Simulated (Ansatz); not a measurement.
Method: Ansatz (a program for electronic structure) with B3LYP-D3(BJ)/def2-TZVP. No frequencies were computed at this level.

Ansatz 0.2 input:
```yaml
crystal:
  periodic: [false, false, false]
  atoms:
    - { symbol: C, position_ang: [-0.372718, 1.264695, 0.533098] }
    - { symbol: C, position_ang: [-0.096875, -0.228119, 0.354396] }
    - { symbol: C, position_ang: [-1.322495, -0.929269, -0.224361] }
    - { symbol: C, position_ang: [1.112819, -0.461087, -0.562738] }
    - { symbol: O, position_ang: [2.32984, -0.009798, -0.020063] }
    - { symbol: H, position_ang: [-0.541373, 1.738239, -0.432797] }
    - { symbol: H, position_ang: [-1.259546, 1.411458, 1.144914] }
    - { symbol: H, position_ang: [0.457798, 1.764806, 1.028291] }
    - { symbol: H, position_ang: [0.136369, -0.662709, 1.332238] }
    - { symbol: H, position_ang: [-2.181858, -0.791123, 0.427161] }
    - { symbol: H, position_ang: [-1.140766, -1.995623, -0.332833] }
    - { symbol: H, position_ang: [-1.564198, -0.520565, -1.203388] }
    - { symbol: H, position_ang: [0.927334, 0.012887, -1.53874] }
    - { symbol: H, position_ang: [1.251948, -1.53281, -0.723798] }
    - { symbol: H, position_ang: [2.26372, 0.939019, 0.131165] }
basis:
  gaussian: { orbitals: def2-tzvp }
hamiltonian:
  xc: b3lyp
  dispersion: d3bj
relax:
  max_steps: 150
```

Output:

```
Functional definition: B3LYP
1311 factors; their error is unknown
mean field evaluation 1: about -6347.2910 eV, gradient 7.9e1 eV
mean field evaluation 2: about -6335.9311 eV, gradient 1.1e2 eV
mean field evaluation 4: about -6361.0529 eV, gradient 5.8e0 eV
mean field evaluation 8: about -6361.0822 eV, gradient 6.5e-1 eV
mean field evaluation 16: about -6361.0828 eV, gradient 1.0e-4 eV
mean field -6361.08278392 eV, -233.7654806122 hartree, gradient 2.2e-5 eV, S^2 0.000000; 0 other end points of the search recorded, 0 dependent functions left out
reference -6361.08307278 eV, -233.7654912278 hartree; 21, 21 occupied and 194, 194 virtual orbitals, 1311 factors
relax step   1: F+E_penalty+E_count = -6361.56868269 eV  Δ(F+E_penalty+E_count) = +0.000e0 eV  max|allowed force component| = 4.148e-1 eV/Å  Δτ_max = 0.0000 Å  (29 SCF iters, accepted)
these checks for a lower state are left out or cut short: starts, cluster_reference, orbital_swaps, neighbouring_geometries, increment
1311 factors; their error is unknown
mean field -6361.09811836 eV, -233.7660441425 hartree, gradient 1.5e-5 eV, S^2 0.000000; 0 other end points of the search recorded, 0 dependent functions left out
reference -6361.09840806 eV, -233.7660547890 hartree; 21, 21 occupied and 194, 194 virtual orbitals, 1311 factors
relax step   2: F+E_penalty+E_count = -6361.58184987 eV  Δ(F+E_penalty+E_count) = -1.317e-2 eV  max|allowed force component| = 2.684e-1 eV/Å  Δτ_max = 0.0326 Å  (31 SCF iters, accepted)
these checks for a lower state are left out or cut short: starts, cluster_reference, orbital_swaps, neighbouring_geometries, increment
1311 factors; their error is unknown
mean field evaluation 32: about -6361.1009 eV, gradient 1.5e-5 eV
mean field -6361.10085855 eV, -233.7661448425 hartree, gradient 1.5e-5 eV, S^2 0.000000; 0 other end points of the search recorded, 0 dependent functions left out
reference -6361.10114851 eV, -233.7661554984 hartree; 21, 21 occupied and 194, 194 virtual orbitals, 1311 factors
relax step   3: F+E_penalty+E_count = -6361.58427595 eV  Δ(F+E_penalty+E_count) = -2.426e-3 eV  max|allowed force component| = 1.020e-1 eV/Å  Δτ_max = 0.0289 Å  (31 SCF iters, accepted)
these checks for a lower state are left out or cut short: starts, cluster_reference, orbital_swaps, neighbouring_geometries, increment
1311 factors; their error is unknown
mean field -6361.10179419 eV, -233.7661792270 hartree, gradient 1.5e-5 eV, S^2 0.000000; 0 other end points of the search recorded, 0 dependent functions left out
reference -6361.10208413 eV, -233.7661898819 hartree; 21, 21 occupied and 194, 194 virtual orbitals, 1311 factors
relax step   4: F+E_penalty+E_count = -6361.58517366 eV  Δ(F+E_penalty+E_count) = -8.977e-4 eV  max|allowed force component| = 5.188e-2 eV/Å  Δτ_max = 0.0334 Å  (31 SCF iters, accepted)
these checks for a lower state are left out or cut short: starts, cluster_reference, orbital_swaps, neighbouring_geometries, increment
1311 factors; their error is unknown
mean field -6361.10222967 eV, -233.7661952305 hartree, gradient 1.5e-5 eV, S^2 0.000000; 0 other end points of the search recorded, 0 dependent functions left out
reference -6361.10251956 eV, -233.7662058835 hartree; 21, 21 occupied and 194, 194 virtual orbitals, 1311 factors
relax step   5: F+E_penalty+E_count = -6361.58559954 eV  Δ(F+E_penalty+E_count) = -4.259e-4 eV  max|allowed force component| = 5.892e-2 eV/Å  Δτ_max = 0.0332 Å  (30 SCF iters, accepted)
these checks for a lower state are left out or cut short: starts, cluster_reference, orbital_swaps, neighbouring_geometries, increment
1311 factors; their error is unknown
mean field -6361.10241823 eV, -233.7662021598 hartree, gradient 1.5e-5 eV, S^2 0.000000; 0 other end points of the search recorded, 0 dependent functions left out
reference -6361.10270813 eV, -233.7662128134 hartree; 21, 21 occupied and 194, 194 virtual orbitals, 1311 factors
relax step   6: F+E_penalty+E_count = -6361.58574047 eV  Δ(F+E_penalty+E_count) = -1.409e-4 eV  max|allowed force component| = 3.571e-2 eV/Å  Δτ_max = 0.0169 Å  (31 SCF iters, accepted)
these checks for a lower state are left out or cut short: starts, cluster_reference, orbital_swaps, neighbouring_geometries, increment
1311 factors; their error is unknown
mean field -6361.10247582 eV, -233.7662042761 hartree, gradient 1.5e-5 eV, S^2 0.000000; 0 other end points of the search recorded, 0 dependent functions left out
reference -6361.10276574 eV, -233.7662149306 hartree; 21, 21 occupied and 194, 194 virtual orbitals, 1311 factors
relax step   7: F+E_penalty+E_count = -6361.58577339 eV  Δ(F+E_penalty+E_count) = -3.291e-5 eV  max|allowed force component| = 4.167e-3 eV/Å  Δτ_max = 0.0044 Å  (32 SCF iters, accepted)
1311 factors; their error is unknown
mean field evaluation 64: about -6361.1025 eV, gradient 4.6e-4 eV
mean field -6361.10247582 eV, -233.7662042761 hartree, gradient 1.5e-5 eV, S^2 0.000000; 1 other end points of the search recorded, 0 dependent functions left out
reference -6361.10276574 eV, -233.7662149306 hartree; 21, 21 occupied and 194, 194 virtual orbitals, 1311 factors
Total energy: -6361.58606331 eV, -233.7839757888 hartree
Atom 0 at    -0.367459     1.260819     0.558389 Å, force     0.000087     0.000018    -0.000127 eV/Å
Atom 1 at    -0.106798    -0.230959     0.353518 Å, force     0.000019    -0.000911    -0.001327 eV/Å
Atom 2 at    -1.328071    -0.927534    -0.245839 Å, force    -0.000843    -0.000274     0.000287 eV/Å
Atom 3 at     1.114254    -0.473257    -0.533335 Å, force     0.001237     0.004167     0.001639 eV/Å
Atom 4 at     2.330419     0.031729     0.006058 Å, force     0.003200    -0.004126     0.002072 eV/Å
Atom 5 at    -0.551836     1.758489    -0.398760 Å, force     0.000323    -0.000050     0.000374 eV/Å
Atom 6 at    -1.243464     1.422610     1.188985 Å, force    -0.000140    -0.000149    -0.000289 eV/Å
Atom 7 at     0.474511     1.756803     1.045929 Å, force     0.000300     0.000435    -0.000177 eV/Å
Atom 8 at     0.110761    -0.680194     1.328357 Å, force     0.000047    -0.000156     0.000368 eV/Å
Atom 9 at    -2.203452    -0.802854     0.393806 Å, force    -0.000444    -0.000586    -0.000157 eV/Å
Atom 10 at    -1.155008    -1.998459    -0.371550 Å, force    -0.000082    -0.000044     0.000069 eV/Å
Atom 11 at    -1.573581    -0.511072    -1.226837 Å, force     0.000242     0.000323     0.000330 eV/Å
Atom 12 at     0.929530    -0.053640    -1.532443 Å, force    -0.000647    -0.000334    -0.000735 eV/Å
Atom 13 at     1.274518    -1.545858    -0.653997 Å, force    -0.001033    -0.000747    -0.000624 eV/Å
Atom 14 at     2.295674     0.993378     0.000265 Å, force    -0.002269     0.002433    -0.001703 eV/Å
Dipole moment:    -0.286797     0.176717    -0.063781 e Å
```

Cost: around 70 core-seconds (rough).
